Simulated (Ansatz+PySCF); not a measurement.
Results of a calculation; reference values are marked as such.
A run of Ansatz (development build ahead of 0.2.0) on doublet NiCl at this shape:

```xyz
2

Ni    0.0000    0.0000    0.0000
Cl    0.0000    0.0000    2.1434
```

Its results:

* Converged: yes
* Total energy: -1968.19688 hartree
* Spin squared of the determinant: 0.824
* Stability test: minimum
* Occupied orbitals by symmetry in an Abelian subgroup (alpha; beta): 12 A1 1 A2 5 B1 5 B2; 11 A1 1 A2 5 B1 5 B2

(1) Which input gives this output? Name the method, the orbitals and the basis set, and write the input.

Results:

(1) ωB97X (unrestricted) in def2-SVP.

```yaml
crystal:
  periodic: [false, false, false]
  atoms:
    - { symbol: Ni, position_ang: [0.0, 0.0, 0.0] }
    - { symbol: Cl, position_ang: [0.0, 0.0, 2.14344] }
basis:
  gaussian: { orbitals: def2-SVP }
magnetization:
  spin_polarized: true
  initial_magnetization: 1
hamiltonian:
  xc: { name: wB97X }
```

Caution: another spin multiplicity may lie lower.
